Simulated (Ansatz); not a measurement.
One geometry of Si4S4, several levels of theory.

```yaml
crystal:
  periodic: [false, false, false]
  atoms:
    - {symbol: Si, position_ang: [-2.041995, -2.113591, -0.984516]}
    - {symbol: Si, position_ang: [-0.507152, 0.026064, 1.727076]}
    - {symbol: Si, position_ang: [0.731551, -0.540687, -0.175692]}
    - {symbol: Si, position_ang: [1.704566, 2.586049, 0.039445]}
    - {symbol: S, position_ang: [-0.124540, 2.190701, 1.110508]}
    - {symbol: S, position_ang: [2.396699, 0.601025, -0.805583]}
    - {symbol: S, position_ang: [0.179409, -2.150773, -1.430969]}
    - {symbol: S, position_ang: [-2.338538, -0.598798, 0.519720]}
basis:
  gaussian: {orbitals: def2-SVP, initial_orbitals: start.molden}
correlation: {method: ccsd_t}
scf: {omitted_lower_state_checks: [starts]}
output: {orbitals: {seedname: orbitals}}
```

The file start.molden holds the orbitals of an earlier run on this structure, at another level or in another basis.

```sh
$ ansatz run in.yaml --threads 4 --pin off --events-out ev --progress --plain --max-ram 4787MiB
```

Shortened log:

```
Functional definition: HF
1296 factors; integrals over basis functions are off by at most 1.1e-3 eV
mean field evaluation 1: about -74696.2496 eV, gradient 2.6e1 eV
mean field evaluation 2: about -74697.7751 eV, gradient 1.4e0 eV
mean field evaluation 4: about -74697.8113 eV, gradient 4.5e-2 eV
mean field evaluation 8: about -74697.8113 eV, gradient 2.8e-6 eV
mean field evaluation 16: about -74690.7283 eV, gradient 1.4e0 eV
mean field evaluation 32: about -74690.7695 eV, gradient 4.5e-4 eV
mean field -74697.81130471 eV, -2745.0939334532 hartree, gradient 2.8e-6 eV, S^2 0.000000; 0 other end points of the search recorded, 0 dependent functions left out
40 core orbitals not correlated: weight in the atoms' cores, before any rotation towards them, 1.000 or more for the frozen orbitals, at most 0.000 for the correlated occupied ones
reference -74697.81130471 eV, -2745.0939334532 hartree; 20, 20 occupied and 84, 84 virtual orbitals, 1296 factors
second order -22.54702262 eV of doubles, -0.00000000 eV of singles
cycle   1  -23.43106567 eV  change   -8.8e-1 eV  update   1.8e-1
cycle   2  -24.25343932 eV  change   -8.2e-1 eV  update   5.9e-2
cycle   3  -24.49483193 eV  change   -2.4e-1 eV  update   4.1e-2
cycle   4  -24.48328959 eV  change    1.2e-2 eV  update   1.4e-2
cycle   5  -24.47542066 eV  change    7.9e-3 eV  update   8.9e-3
cycle   6  -24.47827540 eV  change   -2.9e-3 eV  update   3.8e-3
cycle   7  -24.47819186 eV  change    8.4e-5 eV  update   2.0e-3
cycle   8  -24.47847038 eV  change   -2.8e-4 eV  update   9.3e-4
cycle   9  -24.47895437 eV  change   -4.8e-4 eV  update   4.8e-4
cycle  10  -24.47880405 eV  change    1.5e-4 eV  update   2.3e-4
cycle  11  -24.47875493 eV  change    4.9e-5 eV  update   1.1e-4
cycle  12  -24.47883442 eV  change   -7.9e-5 eV  update   5.2e-5
cycle  13  -24.47883994 eV  change   -5.5e-6 eV  update   2.5e-5
perturbative correction -1.29928939 eV, -0.0477480045 hartree
Total energy: -74723.58943405 eV, -2746.0412622332 hartree
Checks for a lower state left out: starts
```

Hardware: 4 threads of Intel Xeon 6975P-C on a shared host. Wall time 10 s, peak host memory 0.73 GiB.

The first input with `gaussian: {orbitals: def2-TZVP, initial_orbitals: start.molden}`, `hamiltonian: {xc: {name: B2PLYP}}` and without the key `correlation`, `output` (abridged; 10 s):

```
Functional definition: B2PLYP
mean field -74820.97251739 eV, -2749.6200245373 hartree, gradient 2.5e-6 eV, S^2 0.000000
40 core orbitals not correlated: weight in the atoms' cores, before any rotation towards them, 1.000 or more for the frozen orbitals, at most 0.000 for the correlated occupied ones
second order -37.74595927 eV of doubles, -0.00000000 eV of singles
Total energy: -74831.16410833 eV, -2749.9945585965 hartree
Checks for a lower state left out: starts
```

As the first input, with `gaussian: {orbitals: def2-TZVP, initial_orbitals: start.molden}`, `hamiltonian: {xc: pbe, dispersion: d4}`, `output: {forces: true, orbitals: {seedname: orbitals}}` and without the key `correlation` (abridged; 3.3 s):

```
Functional definition: PBE
mean field -74824.30103023 eV, -2749.7423451281 hartree, gradient 1.6e-5 eV, S^2 0.000000
Total energy: -74825.08980462 eV, -2749.7713320521 hartree
Atom 0 force     0.224439     0.192623     0.127982 eV/Å
Atom 1 force    -0.024050     0.065931    -0.203433 eV/Å
Atom 2 force    -0.083334     0.076557    -0.054541 eV/Å
Atom 3 force    -0.155044    -0.281942     0.027948 eV/Å
Atom 4 force     0.166558    -0.146312    -0.087397 eV/Å
Atom 5 force    -0.190912     0.063446     0.123622 eV/Å
Atom 6 force    -0.131129     0.133422     0.147007 eV/Å
Atom 7 force     0.193472    -0.103723    -0.081188 eV/Å
Dipole moment:     0.194065    -0.133811    -0.090605 e Å
Checks for a lower state left out: starts
```

The first input with `gaussian: {orbitals: def2-TZVP, initial_orbitals: start.molden}`, `hamiltonian: {xc: {name: PBE-QIDH}}` and without the key `correlation`, `output` (abridged; 9 s):

```
Functional definition: PBE-QIDH
mean field -74799.24376499 eV, -2748.8215076149 hartree, gradient 1.9e-6 eV, S^2 0.000000
40 core orbitals not correlated: weight in the atoms' cores, before any rotation towards them, 1.000 or more for the frozen orbitals, at most 0.000 for the correlated occupied ones
second order -34.38907569 eV of doubles, -0.00000000 eV of singles
Total energy: -74810.70680312 eV, -2749.2427664965 hartree
Checks for a lower state left out: starts
```

First input, but with `gaussian: {orbitals: def2-TZVP, initial_orbitals: start.molden}`, `hamiltonian: {xc: r2scan, dispersion: d4}` and without the key `correlation` (abridged; 6 s):

```
Functional definition: r2SCAN
mean field -74852.43686986 eV, -2750.7763181634 hartree, gradient 2.9e-5 eV, S^2 0.000000
Total energy: -74852.61573948 eV, -2750.7828915006 hartree
Checks for a lower state left out: starts
```

First input, but with `gaussian: {orbitals: def2-TZVP, initial_orbitals: start.molden}`, `hamiltonian: {xc: pbe0, dispersion: d4}` and without the key `correlation` (abridged; 8 s):

```
Functional definition: PBE0
mean field -74829.95518169 eV, -2749.9501313619 hartree, gradient 5.7e-5 eV, S^2 0.000000
Total energy: -74830.64402171 eV, -2749.9754457657 hartree
Checks for a lower state left out: starts
```

Geometry: PBE-D4/def2-SVP.

Correlated methods freeze 40 core orbitals. At CCSD(T)/def2-SVP T1 of the charge 0 singlet is large (up to 0.026), so the single-reference result is doubtful. Another isomer (singlet) lies 0.64 eV lower at PBE0-D4/def2-TZVP; other spin states weren't run for this one.
